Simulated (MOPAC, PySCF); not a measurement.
C$_{3}$H$_{9}$N, SMILES `CCNC` (C–C–N–C torsion 64°), neutral singlet in the gas phase. 

Cartesian coordinates (Å):
```xyz
13

C     -1.4544     0.5029     0.0136
C     -0.6029    -0.7510    -0.2054
N      0.7137    -0.7566     0.4208
C      1.6399     0.2473    -0.0790
H     -0.9767     1.3949    -0.3948
H     -1.6286     0.6717     1.0796
H     -2.4278     0.3975    -0.4712
H     -1.1468    -1.6251     0.1626
H     -0.4552    -0.9091    -1.2783
H      0.6199    -0.6770     1.4264
H      2.6004     0.1356     0.4261
H      1.3116     1.2897     0.0455
H      1.8070     0.0792    -1.1459
```
Charge 0, multiplicity 1.

All levels are single points at this geometry (B3LYP-D3(BJ)/def2-TZVP); Pople sets use spherical d functions. Orbital energies aren't observables, and empty levels follow the basis.

PBE-D3(BJ)/def2-TZVP in PySCF gives dipole (D) = 0.89.

Estimate the dipole (D) from each of these levels: B3LYP-D3(BJ)/def2-TZVP in PySCF; B3LYP/6-311+G** in PySCF; M06-2X/6-31G* in PySCF; SVWN5/6-31G* in PySCF; HF/3-21G in PySCF; AM1 in MOPAC; PM3 in MOPAC; PM7 in MOPAC.


```json
[
 {"level": "B3LYP-D3(BJ)/def2-TZVP in PySCF", "dipole (D)": "0.94"},
 {"level": "B3LYP/6-311+G** in PySCF", "dipole (D)": "1.06"},
 {"level": "M06-2X/6-31G* in PySCF", "dipole (D)": "1.02"},
 {"level": "SVWN5/6-31G* in PySCF", "dipole (D)": "0.97"},
 {"level": "HF/3-21G in PySCF", "dipole (D)": "1.26"},
 {"level": "AM1 in MOPAC", "dipole (D)": "1.32"},
 {"level": "PM3 in MOPAC", "dipole (D)": "1.23"},
 {"level": "PM7 in MOPAC", "dipole (D)": "1.79"}
]
```
